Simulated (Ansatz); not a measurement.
Basis sets compared for In₁₄P₁₃H₃₄⁻, a nanocrystal cut from wurtzite InP (hydrogen-capped). Charge -1, multiplicity 1. Geometry PBE-D4/def2-SVP. Ansatz on 11 threads of AMD EPYC 7R13 on a shared host and a whole NVIDIA H100 80GB HBM3; times are rough, and most runs start from earlier orbitals.

```xyz
61

In    4.820   -0.943   -0.288
P     3.011   -2.656   -1.075
In    1.961   -4.766    0.172
P     2.191    0.647   -3.526
In    1.102   -1.264   -1.992
P    -0.748   -2.342   -3.347
P    -0.514   -3.865    0.324
In   -1.635   -4.458   -1.989
In   -2.062   -0.377   -4.461
P     3.651   -0.298    1.958
In    2.754   -1.831    3.947
P     2.850    3.057   -0.432
In    2.021    3.151   -2.885
In    1.808    1.323    1.327
P     0.084    0.128   -0.118
P     0.200   -1.220    3.712
In   -1.022   -1.603    1.466
P    -0.533    3.338   -2.488
In   -1.828    1.628   -0.880
P    -3.422    0.301   -2.335
P    -3.514   -0.914    1.454
In   -4.965   -1.169   -0.733
P     0.627    2.691    3.103
In   -0.124    1.030    5.049
In   -0.728    4.522    1.821
P    -2.695    2.964    1.092
In   -4.260    1.368    2.545
H     6.362   -1.718   -0.011
H     4.658    0.467   -1.350
H     3.524   -3.185   -2.307
H     1.937   -5.980   -1.087
H     2.711   -4.909    1.731
H     3.581    0.407   -3.763
H     1.721    0.569   -4.875
H     0.039   -2.900   -4.411
H    -1.137   -4.792    1.228
H    -0.679   -5.766   -2.651
H    -3.367   -4.377   -1.924
H    -0.883    0.919   -4.731
H    -3.112   -0.953   -5.736
H     4.560    0.618    2.590
H     3.078   -3.489    3.544
H     3.312   -0.978    5.368
H     4.273    2.942   -0.514
H     2.765    4.403    0.046
H     2.762    4.312   -3.948
H    -0.439   -2.191    4.557
H    -1.118    3.377   -3.793
H    -0.760    4.698   -2.105
H    -4.275    1.368   -2.777
H    -4.088   -1.892    2.336
H    -4.980   -2.797   -1.334
H    -6.357   -0.137   -0.491
H     1.757    3.391    3.646
H     1.226    1.109    6.159
H    -1.790    1.345    5.424
H     0.196    4.880    0.352
H    -1.275    5.784    2.901
H    -3.606    3.832    0.400
H    -3.774    1.498    4.206
H    -5.851    1.698    1.898
```

In the def2 sets In takes a core potential; there is no spin–orbit coupling. Single mean-field runs in def2-SVP, def2-TZVP are fitted with def2-universal-jkfit.

| level | functions | energy (Eh) | HOMO (eV) | LUMO (eV) | wall time |
| --- | --- | --- | --- | --- | --- |
| PBE-D4/def2-SVP | 768 | -7117.1285 | -3.26 | -0.36 | 6.5 s |
| PBE0-D4/def2-SVP | 768 | -7117.5796 | -4.23 | 0.32 | 9 s |

(1) Estimate the rows for PBE-D4/def2-TZVP, PBE0-D4/def2-TZVP (with forces).

Answers

(1) 
```
                          level  functions  energy (Eh)  HOMO (eV)  LUMO (eV)  wall time
               PBE-D4/def2-TZVP       1385   -7118.7714      -3.36      -0.50       11 s
PBE0-D4/def2-TZVP (with forces)       1385   -7119.1840      -4.30       0.20       19 s
```
